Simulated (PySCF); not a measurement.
Magnetic susceptibility: `[OH2]->[Co+3](<-[OH2])(<-[OH2])(<-[OH2])(<-[OH2])<-[OH2]`, [CoH12O6]3+, charge +3

Geometry (Å), atoms numbered from 1 in this order:
```xyz
19

Co   -0.003    0.002    0.003
O     0.058    0.023    1.917
H    -0.603    0.456    2.478
H     0.915    0.126    2.360
O    -0.096   -0.057   -1.907
H     0.426   -0.673   -2.442
H    -0.127    0.782   -2.395
O     1.909    0.085   -0.001
H     2.423    0.728   -0.514
H     2.407   -0.748   -0.016
O    -1.919   -0.052    0.039
H    -2.433   -0.530    0.708
H    -2.402   -0.138   -0.799
O    -0.110    1.907   -0.115
H     0.539    2.497    0.298
H    -0.975    2.340   -0.041
O     0.148   -1.903    0.074
H    -0.255   -2.492   -0.580
H     0.099   -2.353    0.933
```

Total charge +3.

Computed with GIAO KT2/def2-SVP (def2-TZVP on Co) magnetisability, rotational g tensor and spin-rotation constants, non-relativistic, gas phase in PySCF 2.14.0. Geometry: GFN2-xTB.

For an ion the centre-of-mass motion in the field is neglected.

(1) What are the magnetisability and the molar susceptibility?

(2) Split it along the inertial axes a, b, c into diamagnetic and paramagnetic parts about the centre of mass, with the quadrupole moment.

(3) And the rotational g tensor?

Results:

(1) Isotropic -138 × 10⁻³⁰ J/T², or -8.3 × 10⁻⁶ cm³/mol; principal values -151, -147, -116 × 10⁻³⁰ J/T², anisotropy 33 × 10⁻³⁰ J/T² (root of half the summed squared differences of the principal values). The susceptibility is in cgs units.

(2) 
| axis | χ (10⁻⁶ cm³/mol) | diamagnetic (10⁻⁶ cm³/mol) | paramagnetic (10⁻⁶ cm³/mol) | summed x² of all electrons (Å²) | quadrupole Θ (D Å) |
| --- | --- | --- | --- | --- | --- |
| a | -7.0 | -720.2 | 713.2 | 89.6 | -5.00 |
| b | -9.1 | -739.7 | 730.6 | 85.0 | +2.96 |
| c | -8.9 | -741.0 | 732.2 | 84.7 | +2.05 |

Anisotropies 2χaa − χbb − χcc = +3.9 and 2χbb − χaa − χcc = -2.2 × 10⁻⁶ cm³/mol. Θ is traceless in Buckingham's convention.

(3) 
| axis | rotational constant (GHz) | g | nuclear part | electronic part |
| --- | --- | --- | --- | --- |
| a | 1.7991 | -0.0041 | 0.5987 | -0.6028 |
| b | 1.7444 | -0.0061 | 0.5926 | -0.5988 |
| c | 1.7406 | -0.0058 | 0.5929 | -0.5987 |

Asymmetric top; isotopes 59Co, 1H, 16O; no vibrational averaging.
